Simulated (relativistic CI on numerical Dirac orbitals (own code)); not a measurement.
Line list: Forbidden lines, Hf20+

Calculated at this level of theory: Dirac-Coulomb-Breit CI, orbitals from a KLI potential per configuration, a model potential for QED, unscaled Slater integrals (own radial code, finite nucleus).

CI space (outside the closed core [Ar] 3d10 4p6): 4s2 4d10 4f6, 4s2 4d10 4f5 5s, 4s2 4d10 4f4 5s2, 4s2 4d10 4f5 5p, 4s2 4d10 4f4 5s 5p, 4s2 4d9 4f7, 4s2 4d10 4f4 5p2, 4s2 4d10 4f5 6p, 4d10 4f8. Levels of other configurations are missing.

```tsv
λ vac (nm)	Lower	Upper	Type	A (s⁻¹)	E lower (cm⁻¹)	E upper (cm⁻¹)
131.59	4s2 4d10 4f6 7F_1 [2]	4s2 4d10 4f6 5F_2 [29]	M1	1.54e+02	3329.0	79320.2
137.86	4s2 4d10 4f6 7F_2 [3]	4s2 4d10 4f6 5F_3 [30]	M1	1.67e+02	7520.0	80057.5
148.11	4s2 4d10 4f6 7F_3 [4]	4s2 4d10 4f6 5F_2 [29]	M1	1.22e+02	11803.8	79320.2
155.89	4s2 4d10 4f6 7F_4 [5]	4s2 4d10 4f6 5F_3 [30]	M1	1.90e+02	15909.8	80057.5
159.29	4s2 4d10 4f6 7F_5 [6]	4s2 4d10 4f6 5F_5 [32]	M1	9.85e+01	19682.2	82459.5
167.92	4s2 4d10 4f6 7F_6 [7]	4s2 4d10 4f6 5F_5 [32]	M1	8.55e+01	22905.7	82459.5
169.36	4s2 4d10 4f6 7F_1 [2]	4s2 4d10 4f6 5G_2 [13]	M1	9.82e+01	3329.0	62374.1
169.73	4s2 4d10 4f6 7F_5 [6]	4s2 4d10 4f6 5G_5 [28]	M1	6.42e+01	19682.2	78600.5
170.13	4s2 4d10 4f6 7F_5 [6]	4s2 4d10 4f6 5I_6 [27]	M1	5.36e+01	19682.2	78461.1
180.00	4s2 4d10 4f6 7F_6 [7]	4s2 4d10 4f6 5I_6 [27]	M1	1.03e+02	22905.7	78461.1
189.74	4s2 4d10 4f6 7F_3 [4]	4s2 4d10 4f6 5G_4 [17]	M1	8.36e+01	11803.8	64506.8
193.87	4s2 4d10 4f6 7F_3 [4]	4s2 4d10 4f6 5G_3 [15]	M1	8.48e+01	11803.8	63385.1
205.07	4s2 4d10 4f6 7F_4 [5]	4s2 4d10 4f6 5D_3 [18]	M1	2.32e+02	15909.8	64672.5
205.77	4s2 4d10 4f6 7F_4 [5]	4s2 4d10 4f6 5G_4 [17]	M1	1.86e+02	15909.8	64506.8
210.59	4s2 4d10 4f6 7F_4 [5]	4s2 4d10 4f6 5G_5 [16]	M1	6.45e+01	15909.8	63395.4
228.76	4s2 4d10 4f6 7F_5 [6]	4s2 4d10 4f6 5G_5 [16]	M1	2.04e+02	19682.2	63395.4
237.78	4s2 4d10 4f6 7F_3 [4]	4s2 4d10 4f6 5D_2 [10]	M1	3.88e+02	11803.8	53859.7
249.77	4s2 4d10 4f6 7F_6 [7]	4s2 4d10 4f6 5G_6 [14]	M1	2.11e+02	22905.7	62943.3
277.55	4s2 4d10 4f6 7F_2 [3]	4s2 4d10 4f6 5D_1 [9]	M1	4.49e+02	7520.0	43549.4
327.06	4s2 4d10 4f6 7F_1 [2]	4s2 4d10 4f6 5D_0 [8]	M1	5.45e+02	3329.0	33904.0
```

Terms are leading LS components. Brackets give the number of a level in order of energy, since labels repeat. The list gives strong lines, with weight on those to low levels, among the lowest 400 of 9274 levels, so that lines to higher ones, which can be the strongest, are missing. Levels whose partners in the same complex of configurations lie outside the list can be far off, and so can their lines. Rates are taken at the computed energies, electric ones in the length gauge.

At this charge energies of transitions that change n are usually good to better than 1 %, and those within a shell (Δn = 0) to a few per cent. Terms inside the open d or f shell come out 10 to 20 % too wide with unscaled integrals.

LS names give the leading component of a level, which can be under half, so a name can repeat, a term be missing and a line seem to break the LS rules.
